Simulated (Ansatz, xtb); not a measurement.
# Ranking isomers of GeH8OSi2

4 gas-phase structures of GeH8OSi2, found in a search over its isomers (lower ones may exist). Each was relaxed with GFN2-xTB; where two conformers were screened, the lower at r2SCAN-D4/def2-SVP is listed:

A. `[SiH3][SiH2][O][GeH3]`, a singlet
B. `[SiH3]O[SiH2][GeH3]`, a singlet
C. `O[SiH2][GeH2][SiH3]`, a singlet
D. `[SiH3][O][GeH2][SiH3]`, a singlet

Task: Which do you expect lowest at r2SCAN-D4/def2-SVP, and how would the others follow?

Result: Calculated order at r2SCAN-D4/def2-SVP: B (0.0), D (48.9), C (63.3), A (64.5) kJ/mol. Less than 1 kcal/mol parts C and A, so the order within that pair means little.

Energies above the lowest of each column, in kJ/mol; the last columns are at PBE0-D3(BJ)/pcseg-1 geometries (a dash: not run or not comparable):

```tsv
structure	GFN2-xTB	HF/STO-3G	r2SCAN-D4/def2-SVP	PBE0-D3(BJ)/pcseg-1	CCSD(T)/def2-SVP + ΔMP2/def2-TZVPP
B	0.0	0.0	0.0	0.0	0.0
D	71.1	35.6	48.9	60.4	62.5
C	147.9	26.8	63.3	53.3	81.2
A	139.6	23.9	64.5	73.4	–
```

Every level run on B puts it lowest or level with the lowest. Flexible structures stand in one conformer each, not always the lowest. Frequencies (PBE0-D3(BJ)/pcseg-1) were run for B, C, D alone. ΔMP2 is the change of the MP2 energy from the smaller to the larger basis.

Over these structures GFN2-xTB departs from r2SCAN-D4/def2-SVP by 34.4 kJ/mol on average once a common shift is removed. A GFN2-xTB relaxation took about 0.56 s and the r2SCAN-D4/def2-SVP energy about 3.6 s on a shared host (Ansatz 0.2.0, xtb 6.7.1).
